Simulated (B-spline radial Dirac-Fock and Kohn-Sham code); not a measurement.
In the model described below, an L3 (2p3/2) vacancy in Zn¹⁷⁺, configuration [Ne] 3s2 3p1, lives for 32 fs, which corresponds to a natural width of 0.0206 eV. Out of 1000 such holes, about 30 decay by emitting a photon and the rest by ordinary Auger emission. The strongest X-ray line is Lℓ (L3-M1) at 1022.6 eV, with 100 % of the radiative rate. The strongest electron group is L3-M1M3 near 373 eV, with 76 % of the non-radiative rate.

The run's input, task.json:

```json
{"items": [{
  "Z": 30,
  "q": 17,
  "cfg": [[1, 0, 2], [2, 0, 2], [2, 1, 6], [3, 0, 2], [3, 1, 1]],
  "A": 64,
  "rrms": 3.9283,
  "do": ["binding", "quiet", "decay"],
  "holes": ["K", "L1", "L2", "L3", "M1"]
}]}
```

Command: `python xray_run.py task.json out`

Model: independent-particle rates on relativistic LDA orbitals of the hole state (multipoles up to L = 3, Coulomb Auger matrix elements, transition energies from Dirac-Fock). Program: a radial B-spline solver.

Values without a named source are computed, but for edge energies of neutral atoms, which are taken from tables.
